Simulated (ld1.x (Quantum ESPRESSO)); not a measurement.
fluorine: one change to a TM potential, before and after

ld1.x (Quantum ESPRESSO) 7.5 input, shortened:

```
&input
   title='F', zed=9., rel=1, dft='PBE', iswitch=3,
   config='[He] 2s2 2p3 3d-2'
 /
 &inputp
   pseudotype=2, tm=.true., lloc=-2, rcloc=0.65,
   nlcc=.true., rcore=0.55
 /
3
2S  1  0   2.00   0.00  0.70  0.70  0.0
2P  2  1   3.00   0.00  0.85  0.85  0.0
3D  3  2  -2.00   0.30  0.90  0.90  0.0
 &test
   configts(1)='2s2 2p3'
 /
```

All-electron outer shells of the reference configuration (PBE, scalar-relativistic, ld1.x):

```
shell  level (eV)  outermost node (bohr)  outermost maximum (bohr)
   2s      -67.99                   0.24                      0.73
   2p      -49.00                      –                      0.66
```

Change: local potential the s channel.

Cutoffs: the cutoffs (Ry, on a coarse ladder) from which the occupation-weighted sum of valence levels, in a spherical-Bessel basis at the reference potential, stays within 10 and 1 mRy of its value at 400 Ry; they do not see the model core or the augmentation charge, which bear on the density cutoff. Errors are all-electron minus pseudo energies relative to the spin-unpolarised reference configuration.

How do hardness, ghosts and transferability respond?

The potential gets neither clearly harder nor softer (180 Ry and 300 Ry → 180 Ry and 300 Ry); of the 7 tests that both files solve, the error grows in 0 and shrinks in 4 by more than 15 % and 0.3 meV (median size 20.3 → 14.2 meV); neither file shows a bound ghost.

| quantity | base | changed |
| --- | --- | --- |
| cutoff, loose | 180 Ry | 180 Ry |
| cutoff, tight | 300 Ry | 300 Ry |
| loose cutoff by channel (10 mRy a level) | s 90 Ry, p 140 Ry | p 140 Ry, s 100 Ry |
| bound ghosts | none | none |
| error for 2s2 2p5, meV [ΔE -57.78 eV] | +19 | +14 |
| error for 2s2 2p4, meV [ΔE -38.38 eV] | +11 | +8.7 |
| error for 2s2 2p2, meV [ΔE 60.64 eV] | +26 | +23 |
| error for 2s2 2p1, meV [ΔE 146.44 eV] | +196 | +184 |
| error for 2s2 2p5.3, meV [ΔE -60.44 eV] | +20 | +14 |
| error for 2s1 2p6, meV [ΔE -38.96 eV] | +50 | +44 |
| error for 2s2 2p4.5, meV [ΔE -50.23 eV] | +16 | +12 |
| s: phases at 1.00 bohr within 0.05 rad from the reference energy up to (Ry; the scan ends near 5) | to the end of the scan | to the end of the scan |
| p: phases at 1.00 bohr within 0.05 rad from the reference energy up to (Ry; the scan ends near 5) | to the end of the scan | to the end of the scan |
| d: phases at 1.00 bohr within 0.05 rad from the reference energy up to (Ry; the scan ends near 5) | to the end of the scan | to the end of the scan |
